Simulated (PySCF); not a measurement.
Vertical excitations of a molecule C3H5BO from TDA-PBE0/def2-SVPD (PySCF), as energy in eV (oscillator strength): 5.80 (0.000), 6.35 (0.118), 6.50 (0.002), 6.85 (0.000), 7.28 (0.014), 7.60 (0.011), 7.73 (0.001), 8.19 (0.040), 8.24 (0.005), 8.29 (0.008). Lowest triplet (TDA): 3.97 eV. Geometry: B3LYP-D3(BJ)/def2-SVP. One conformer was computed; it need not be the lowest.

### Question
Which structure fits?
A) OB1C=CC1
B) CB1C=CO1
C) C#CB(C)O
D) C#CBOC

### Answer
A, OB1C=CC1
